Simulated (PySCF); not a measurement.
Delta-SCF ions had no search for a lower state. Excitations are Tamm–Dancoff values on a coarser integration grid. The basis has no diffuse functions, so Rydberg states are missing or too high.

Cartesian coordinates (Å):
SMILES: C/[SiH]=[SiH]/[SiH3]
```xyz
12

C      2.7641     0.1215    -0.0563
Si     0.9363     0.3942    -0.3275
Si    -0.6741    -0.8046     0.4240
Si    -2.8146    -0.0264     0.0348
H      3.2498    -0.1902    -0.9840
H      2.9269    -0.6463     0.7013
H      3.2406     1.0463     0.2794
H      0.6309     1.3548    -1.4171
H     -0.4073    -1.7208     1.5623
H     -2.7083     1.0132    -1.0227
H     -3.7126    -1.1120    -0.4450
H     -3.4318     0.5703     1.2507
```
Charge 0, multiplicity 1.

### Question
Predict the brightest of the four lowest singlets (TDA), T1 excitation (TDA), LUMO, HOMO–LUMO gap, vertical ionisation energy (Delta-SCF), S1 oscillator strength, dipole moment and S1 excitation (TDA) from PBE0-D3(BJ)/def2-TZVP in PySCF 2.14.0.

### Answer

```json
{
  "brightest of the four lowest singlets (TDA)": "4.23 eV",
  "T1 excitation (TDA)": "1.81 eV",
  "LUMO": "-1.65 eV",
  "HOMO–LUMO gap": "4.10 eV",
  "vertical ionisation energy (Delta-SCF)": "7.45 eV",
  "S1 oscillator strength": "0.004",
  "dipole_moment": "1.65 D",
  "S1 excitation (TDA)": "4.13 eV"
}
```
